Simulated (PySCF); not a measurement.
# Ru²⁶⁺: ionisation energy

Ru²⁶⁺ [Ar] (1S) → Ru²⁷⁺ [Ne] 3s2 3p5 (2P), as a difference of total energies. Calculation: PySCF 2.14, in an uncontracted even-tempered set (18 s from 3.4 bohr⁻², ratio 2.5; 12 p from 4.4 bohr⁻², ratio 2.5; 5 d from 21 bohr⁻², ratio 2.7; 4 f from 32 bohr⁻², ratio 2.7); the spin-free X2C one-electron Hamiltonian (Gaussian nucleus). Correlated levels: outer shells: 1s2 frozen; virtual orbitals above 40 to 60 times the deepest correlated orbital energy dropped. The calculations carry no spin-orbit coupling.

| method | ionisation energy (eV) |
| --- | --- |
| UHF | 1457.3 |
| LDA | 1458.7 |
| PBE | 1458.7 |
| PBE0 | 1458.9 |
| r2SCAN | 1459.4 |
| r2SCAN0 | 1459.3 |
| M06-L | 1459.4 |
| MP2 (outer shells) | 1458.3 |
| SCS-MP2 (outer shells) | 1458.1 |

A first-order spin-orbit estimate (lowest level to lowest level, LS coupling) adds -9.351 eV.

Breit and QED terms and the two-electron picture change are absent.

For comparison: 1447 ± 4 eV (semi-empirical (NIST evaluation); NIST Atomic Spectra Database, ionization energies).
